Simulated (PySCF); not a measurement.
Worked example: oscillator strength and radiative lifetime

Zn(Et)(OH) (C2H6OZn), SMILES [CH2]([Zn][OH])C.

The structure is a stationary point at TPSSh-D3(BJ)/def2-SVP. The isomer is the one that the SMILES or the coordinates give; other isomers of the formula were not compared. One conformer was computed; it need not be the lowest.

TDA-M06-2X/def2-SVPD run with PySCF puts the first singlet state with f over 0.02 at 6.15 eV (vertical), with the transition dipole (0.195, 0.703, 0.593) in atomic units.

Question: Find the oscillator strength, the wavelength and the radiative lifetime that this transition would have in vacuum if emission retraced absorption.

Answer: 
|μ|² = 0.8839 au, so |μ| = 2.39 D. ΔE = 6.15/27.211 = 0.2260 hartree. f = (2/3) ΔE |μ|² = 0.133 (the program prints 0.133).
λ = 1239.84/6.15 = 202 nm; ν = 49603 cm⁻¹.
Einstein's coefficient A = 0.6670 ν² f s⁻¹ (ν in cm⁻¹) = 2.2e8 s⁻¹, so τ = 1/A = 4.6 ns. This state is S1. The figure is the radiative limit of this one transition; relaxation, internal conversion, crossing to triplets and a medium change what is measured.
